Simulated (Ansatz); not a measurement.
Calculated with Ansatz (gas phase, PBE0-D4/def2-TZVP geometries, no zero-point term in ΔE). CBS: MP2 limit from def2 TZ/QZ plus the TZ coupled-cluster correction, frozen cores. Functionals use def2-TZVPP. For Ti outer-core shells are correlated without core-valence functions, which leaves a few kJ/mol of doubt a bond. Scalar relativity is left out up to krypton. One conformer a species, not always the lowest.

Reaction (formal exchange of groups at a Ti–O bond): `[CH3][Ti-]1([OH])([F])[O]C=CC=[O+]1` + `C=CCCl` → `[CH3][Ti-]1([F])([Cl])[O]C=CC=[O+]1` + `C=CCO`

```csv
level,ΔE (kJ/mol),difference from CCSD(T)/CBS
BLYP-D4,-2.0,1.3
PBE0-D4,-7.2,-3.9
r2SCAN0-D4,-8.3,-5.0
BHLYP-D4,-8.1,-4.8
PBE,-4.4,-1.1
r2SCAN,-7.3,-4.0
CAM-B3LYP,-2.4,0.9
CCSD/def2-SVP,-7.4,-4.1
HF/CBS(def2),-10.5,-7.2
MP2/CBS(def2),-1.8,1.5
CCSD(T)/CBS,-3.3,0
```

Largest T1 diagnostic among the species: 0.023, so the coupled-cluster value is less sure than usual.

At CCSD(T), def2-SVP lies −5.7 kJ/mol from the extrapolated value and def2-TZVPP −0.4 kJ/mol. Leaving LDA and LC-ωPBE aside and taking each functional with its dispersion term where it has one, the values, not all of them listed here, spread over 10.3 kJ/mol, from B97M-V to BLYP-D4. LDA lies −3.6 kJ/mol from PBE without D4.
